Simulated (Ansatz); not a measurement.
Relaxation of C₂H₇NSi (11 atoms, charge 0, multiplicity 1), to a largest force component of 0.02 eV/Å in at most 50 steps.

Computed with UKS B3LYP/def2-SVP (Ansatz 0.2.0).

```xyz
11
Properties=species:S:1:pos:R:3
C -0.327 1.246 -0.343
N 0.005 -0.128 -0.439
C 0.552 -0.531 0.838
Si -0.826 -1.230 -1.397
H -0.625 1.687 -1.361
H 0.450 1.922 0.021
H -1.216 1.435 0.306
H 1.402 0.184 1.172
H 1.076 -1.496 0.822
H -0.179 -0.587 1.657
H -0.247 -2.559 -1.255
```

Q: Where does it end, and by what steps?

A: The run converged. After 6 steps the energy has fallen by 0.839 eV; Si4 moved furthest, 0.45 Å.

```csv
step,energy less start (eV),largest force component (eV/Å),accepted
0,0.0000,2.906,yes
1,-0.6775,1.115,yes
2,-0.7681,0.891,yes
3,-0.8299,0.184,yes
4,-0.8342,0.302,yes
5,-0.8392,0.033,yes
6,-0.8394,0.005,yes
```

```xyz
11
Properties=species:S:1:pos:R:3
C -0.419 1.280 -0.340
N -0.118 -0.148 -0.342
C 0.527 -0.578 0.892
Si -0.536 -1.118 -1.724
H -0.908 1.570 -1.281
H 0.502 1.882 -0.228
H -1.091 1.546 0.498
H 1.476 -0.031 1.055
H 0.744 -1.653 0.856
H -0.118 -0.377 1.768
H 0.006 -2.431 -1.133
```

Whether the end is a true minimum wasn't checked by a vibrational analysis.

Time of the run: 26 s on 2 threads of Arm Neoverse V1, with other jobs on the host, peak memory 0.25 GiB.
